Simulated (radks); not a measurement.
Question: Coulomb parameter of the 4d shell of the rhodium ion Rh2+ in the model configuration [Kr] 4d6 5s1, as a second difference U = [E(n + 0.5) + E(n - 0.5) - 2 E(n)] / (0.5)^2 with all orbitals relaxed. "Bare": the charge of the atom changes with n. "Screened": the 5s shell takes up the change at fixed total charge, which measures U(4d,4d) + U(5s,5s) - 2 U(4d,5s). Method: scalar-relativistic Kohn-Sham, LDA (Slater exchange, Perdew-Wang correlation), spin-unpolarised, spherical densities, point nucleus; computed with a radial shooting solver on a logarithmic mesh with Libxc functionals. Estimate both.

Answer: U(bare) = 13.458 eV, U(screened by 5s) = 2.042 eV, against the Slater integral F0(4d,4d) = 17.643 eV with frozen orbitals.
